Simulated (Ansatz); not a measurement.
`S=CB(S)Cl`. Charge 0, multiplicity 1.

```xyz
7

S     0.6487   -0.1447    2.3666
C     0.4643   -0.3611    0.7817
B    -0.4373    0.5251   -0.1450
S    -0.5818    0.1759   -1.8899
Cl   -1.3353    1.8818    0.4793
H     1.0031   -1.1872    0.3071
H     0.2384   -0.8898   -1.8998
```

**Question.** Give the diagnostics of a CCSD(T)/def2-TZVPP run (frozen core, Ansatz 0.2.0). (An estimate is asked.)

**Answer.** The calculation gave: T1 = 0.0146, largest single amplitude 0.032, largest double 0.078, (T) share of the correlation energy 5.0 %, 10 CCSD cycles. The RHF solution is unstable towards an unrestricted one. T1 lies under the customary mark of 0.02 for closed shells.
